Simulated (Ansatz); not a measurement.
CuCl₂⁺. The state is a triplet with charge 1. Geometry r2SCAN-D4/def2-TZVP, that of the neutral doublet; atoms count from 1.

```xyz
3

Cu    0.0000    0.0000    0.0000
Cl   -0.1607   -2.0499   -0.0975
Cl    0.1607    2.0499    0.0975
```

Q: Estimate the Mulliken populations from the PBE0/def2-TZVP orbitals of Ansatz.

A: 
```json
{"atom": "Cu1", "charge (e)": "0.60", "spin (α − β)": "0.41", "d electrons": "9.50"}
{"atom": "Cl2", "charge (e)": "0.20", "spin (α − β)": "0.79", "d electrons": "–"}
{"atom": "Cl3", "charge (e)": "0.20", "spin (α − β)": "0.79", "d electrons": "–"}
```
Mulliken values depend strongly on the basis.

Q: Where does the spin sit?

A: Summed by element: Cu 0.41, Cl 1.59, of 2 unpaired in all. Largest on single atoms: Cl2 0.79, Cl3 0.79, Cu1 0.41.

Q: And the Mayer bond orders between heavy atoms (over 0.3)?

A: Cu1–Cl2 1.10 (2.06 Å); Cu1–Cl3 1.10 (2.06 Å).
